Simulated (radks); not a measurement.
Values are calculated unless marked as measured or tabulated.
Species: Se0.6+. Configuration: [He] 2s1.4 2p6 3s2 3p6 3d10 4s2 4p4 (fractional occupations, a model configuration). Code: a radial shooting solver on a logarithmic mesh with Libxc functionals. Model: Dirac Kohn-Sham, PBE, spin-unpolarised, spherical densities, finite nucleus; open shells are shared between the two j in proportion to 2j + 1; Fermi nuclear charge, rms radius 4.14 fm.

X-ray form factor f0, the Fourier transform of the density (f0(0) = 33.4):

| sin(theta)/lambda (1/angstrom) | f0 (electrons) |
|---|---|
| 0.05 | 32.778 |
| 0.1 | 31.142 |
| 0.15 | 28.999 |
| 0.2 | 26.803 |
| 0.25 | 24.791 |
| 0.3 | 23.017 |
| 0.4 | 20.015 |
| 0.5 | 17.414 |
| 0.6 | 15.055 |
| 0.8 | 11.176 |
| 1 | 8.579 |
| 1.25 | 6.760 |
| 1.5 | 5.803 |
| 2 | 4.631 |
